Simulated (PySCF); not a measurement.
## CsHg⁺: input and log

State: ¹Σ⁺ (singlet), closed shell.

An equivalent input (the run itself took its basis sets from the Basis Set Exchange, started from a PBE0 density and held the occupation σ 6α 6β, πx 3α 3β, πy 3α 3β, δx 1α 1β, δy 1α 1β):

```python
from pyscf import gto, dft
mol = gto.M(atom='Cs 0 0 0; Hg 0 0 4.04', basis={'Cs': 'def2-SVP', 'Hg': 'def2-SVP'}, ecp={'Cs': 'def2-SVP', 'Hg': 'def2-SVP'},
            charge=1, spin=0, verbose=4, symmetry='C2v')
mf = dft.UKS(mol, xc='CAMB3LYP')
mf.grids.atom_grid = (80, 434)
mf.grids.prune = dft.gen_grid.treutler_prune
mf.irrep_nelec = {'A1': (7, 7), 'A2': (1, 1), 'B1': (3, 3), 'B2': (3, 3)}
mf.conv_tol = 1e-9
mf.max_cycle = 60
mf.diis_space = 10
mf.kernel()
```

The log (some set-up lines and the per-cycle HOMO/LUMO lines removed):

```
******** <class 'pyscf.dft.uks_symm.SymAdaptedUKS'> ********
method = SymAdaptedUKS
damping factor = 0
level_shift factor = 0
DIIS = <class 'pyscf.scf.diis.CDIIS'>
diis_start_cycle = 1
diis_space = 10
diis_damp = 0
SCF conv_tol = 1e-09
SCF conv_tol_grad = None
SCF max_cycles = 60
number electrons alpha = 14  beta = 14
Set gradient conv threshold to 3.16228e-05
init E= -173.441350937614
cycle= 1 E= -173.441605736003  delta_E= -0.000255  |g|= 0.00475  |ddm|= 0.0824
cycle= 2 E= -173.44161147016  delta_E= -5.73e-06  |g|= 0.00354  |ddm|= 0.0121
cycle= 3 E= -173.441616458224  delta_E= -4.99e-06  |g|= 0.000226  |ddm|= 0.0057
cycle= 4 E= -173.441616493331  delta_E= -3.51e-08  |g|= 8.44e-05  |ddm|= 0.000667
cycle= 5 E= -173.441616496004  delta_E= -2.67e-09  |g|= 2.87e-05  |ddm|= 0.000176
cycle= 6 E= -173.441616496371  delta_E= -3.66e-10  |g|= 1.5e-06  |ddm|= 6.89e-05
Extra cycle  E= -173.441616496373  delta_E= -1.99e-12  |g|= 8.29e-07  |ddm|= 6.46e-06
converged SCF energy = -173.441616496373  <S^2> = -7.1054274e-15  2S+1 = 1
```

Repeating this along the bond gives Re = 4.032 Å and ωe = 32.5 cm⁻¹.

A point of this curve took 0.78 CPU seconds beside 0.11 for the integrals, on Arm Neoverse V2 (shared host).

Closed-shell solutions of metal pairs were not tested for spin polarisation, which can lower them a little. Spin–orbit coupling is left out.
